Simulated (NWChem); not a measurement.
Molecule: GeI2, singlet; SMILES [I][Ge][I]

Program: NWChem. Low-valent species are run as closed-shell singlets; no triplet was tried in these runs. Structure relaxed at the PBE0/def2-SVP level. No frequency run checked for a minimum. def2 effective core potentials on I; no spin-orbit coupling. Ions are spin-unrestricted doublets at the neutral geometry; other ion states weren't tried.

**Question.** Estimate the computed values for PBE/def2-SVP. Quantities: vertical ionisation energy, ΔSCF (eV); −ε(HOMO) (eV).

**Answer.** 
```
Item                                   Value
-------------------------------------  -----
vertical ionisation energy, ΔSCF (eV)   8.93
−ε(HOMO) (eV)                           6.27
```
